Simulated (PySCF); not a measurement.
# Exact mass, isotope pattern and composition

Species: `C(F)(F)=C(/C=C\[SiH2]O[SiH3])F`.

Calculated from tabulated atomic weights, isotope masses and abundances; no fragmentation.

**Question.** Molar mass and exact mass?

**Answer.** For C4H7F3OSi2, with standard atomic weights, 3 × 18.998 + 4 × 12.011 + 2 × 28.085 + 1 × 15.999 + 7 × 1.008 = 184.263 g/mol. From the most abundant isotopes (19F, 12C, 28Si, 16O, 1H), 3 × 18.998403 + 4 × 12.000000 + 2 × 27.976927 + 1 × 15.994915 + 7 × 1.007825 = 183.9988 u.

**Question.** What cluster does the molecular ion M+• show when like nominal masses merge?

**Answer.** 
```json
{"nominal mass": "184", "m/z (centroid)": "183.9982", "relative intensity": "100.0"}
{"nominal mass": "185", "m/z (centroid)": "184.9989", "relative intensity": "14.6"}
{"nominal mass": "186", "m/z (centroid)": "185.9958", "relative intensity": "7.7"}
{"nominal mass": "187", "m/z (centroid)": "186.9969", "relative intensity": "0.7"}
{"nominal mass": "188", "m/z (centroid)": "187.9937", "relative intensity": "0.1"}
```

Lines under 0.1 % of the tallest are left out. One electron mass, 0.00055 u, is taken off. Abundances used (%; other tables differ somewhat): 12C 98.93, 13C 1.07; 28Si 92.2297, 29Si 4.6832, 30Si 3.0872; 16O 99.757, 17O 0.038, 18O 0.205; 1H 99.9885, 2H 0.0115.

**Question.** Protons, neutrons, electrons, and exact less nominal mass of the monoisotopic species?

**Answer.** 94 protons, 90 neutrons and 94 electrons; 183.9988 − 184 = -0.0012 u.

**Question.** What share of all molecules is the monoisotopic species?

**Answer.** 1^3 × 0.9893^4 × 0.922297^2 × 0.99757 × 0.999885^7 = 81.22 %.

**Question.** Resolve the fine structure: one atom at a time replaced by a minor isotope.

**Answer.** Intensity in % of the monoisotopic species:

```csv
isotope,mass shift (u),m/z,intensity (%)
29Si,+0.99957,184.9978,10.16
13C,+1.00335,185.0016,4.33
17O,+1.00422,185.0024,0.04
2H,+1.00628,185.0045,0.08
30Si,+1.99684,185.9950,6.69
18O,+2.00425,186.0025,0.21
```

Species under 0.02 % are left out.

**Question.** Elemental analysis, calculated?

**Answer.** F 30.93 %, C 26.07 %, Si 30.48 %, O 8.68 %, H 3.83 %.
